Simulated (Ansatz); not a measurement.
Mg₄N₂⁺, relaxed as a doublet with UKS PBE-D4/def2-SVP in Ansatz, starting from the GFN2-xTB geometry. Force threshold 0.02 eV/Å.

The relaxation made no stability test and no search for a lower SCF solution. The structure comes from a short search, and lower isomers may exist.

Start:

| atom | x (Å) | y (Å) | z (Å) |
| --- | --- | --- | --- |
| Mg1 | -1.547 | 0.950 | 0.817 |
| Mg2 | -0.832 | -0.760 | -2.684 |
| Mg3 | 0.373 | -0.581 | 2.151 |
| Mg4 | 1.850 | 1.182 | 0.519 |
| N5 | -0.478 | -0.319 | -0.653 |
| N6 | 0.633 | -0.473 | -0.149 |

Q: Estimate the energy that the relaxation releases and the steps that it takes.

A: 25.9 kcal/mol, in 55 steps; 64 s on 4 threads of Arm Neoverse V2 on a shared host. The force fell under the threshold at step 30, but the optimiser went on and released 0.015 eV more. No frequencies were taken in this run, so the end may be a saddle point.

Q: Does the start keep its bonding?

A: Bonds lost: Mg1–N5, Mg2–N5, Mg4–N6 (atoms count from 1). The end holds 2 separate pieces.

Q: Predict the relaxed structure.

A: 
```xyz
6

Mg   -2.384    0.039    2.969
Mg   -0.730   -1.585   -4.070
Mg    0.359    0.456    1.749
Mg    3.363    0.800    1.521
N    -0.459    0.301   -1.603
N    -0.149   -0.012   -0.566
```
Bond lengths (bridged metal pairs left out): 2 × Mg–Mg 3.03 Å; 1 × Mg–N 2.42 Å; 1 × N–N 1.13 Å.
